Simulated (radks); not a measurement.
Sr V, configuration [Ar] 3d10 4s2 4p4. Calculated with a radial shooting solver on a logarithmic mesh with Libxc functionals: scalar-relativistic Kohn-Sham, PBE, spin-polarised, spherical densities, point nucleus; open shells are filled with parallel spins first (spin-orbit coupling, left out, can overturn this in heavy ions). Some entries of the table are withheld. Estimate them.

orbital  occ.  eigenvalue (Ry)  <r> (bohr)
1s up       1        -1174.993     0.03916
1s down     1        -1174.974     0.03916
2s up       1        -162.1699      0.1725
2s down     1        -162.1594      0.1725
2p up       3        -144.5009      0.1504
2p down     3        -144.4834      0.1504
3s up       1        -28.04547      0.4917
3s down     1        -28.02315      0.4916
3p up       3        -22.34010      0.4980
3p down     3        -22.31490      0.4977
3d up       5        -12.92015         (1)
3d down     5        -12.89132         (2)
4s up       1              (3)       1.298
4s down     1              (4)       1.298
4p up       3         -4.82907       1.439
4p down     1         -4.64556       1.447

Answer. 
(1) 3d up <r> (bohr): 0.4970
(2) 3d down <r> (bohr): 0.4960
(3) 4s up eigenvalue (Ry): -6.26448
(4) 4s down eigenvalue (Ry): -6.07959
